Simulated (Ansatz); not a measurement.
`C1[SiH2]O[SiH2]1` → `C1O[SiH2][SiH2]1`  (isomerisation)

Isolated molecules relaxed with PBE0-D4/def2-TZVP in Ansatz; ΔE leaves out vibrations. CCSD(T)/CBS is the MP2 limit (def2-TZVPP, def2-QZVPP) plus CCSD(T) − MP2 in def2-TZVPP, frozen cores. DFT in def2-TZVPP. HSE06 is defined as in plane-wave codes.

`C1[SiH2]O[SiH2]1`:

```xyz
10

C     1.026    0.034   -0.053
Si   -0.343    0.357    1.204
O    -1.516   -0.050    0.078
Si   -0.441   -0.383   -1.163
H     1.613    0.904   -0.349
H     1.696   -0.795    0.179
H    -0.370   -0.549    2.381
H    -0.483    1.762    1.663
H    -0.534   -1.796   -1.611
H    -0.647    0.516   -2.328
```

`C1O[SiH2][SiH2]1`:

Cartesian coordinates in Å:
```
C 0.032 0.915 -0.845
O -0.818 1.120 0.307
Si -0.675 -0.243 1.266
Si 0.758 -0.829 -0.465
H -0.571 0.960 -1.757
H 0.780 1.712 -0.893
H -1.976 -0.945 1.449
H -0.144 0.072 2.621
H 2.230 -0.868 -0.251
H 0.384 -1.894 -1.433
```

CCSD(T)/CBS gives +230.6 kJ/mol.

(1) Another level gave +224.8 kJ/mol. Which?
A. CCSD/def2-TZVPP
B. HSE06/def2-TZVPP
C. HF/def2-TZVPP
D. r2SCAN/def2-TZVPP

Largest T1 diagnostic among the species: 0.013.

## Answers

(1) D. r2SCAN 224.8, HF/def2-TZVPP 238.0, CCSD/def2-TZVPP 229.2, HSE06 212.7 kJ/mol.

From r2SCAN to r2SCAN0 (25 % exact exchange), in def2-TZVPP and without D4, ΔE moves by +5.6 kJ/mol. At CCSD(T), def2-SVP lies −27.8 kJ/mol from the extrapolated value and def2-TZVPP −3.9 kJ/mol.
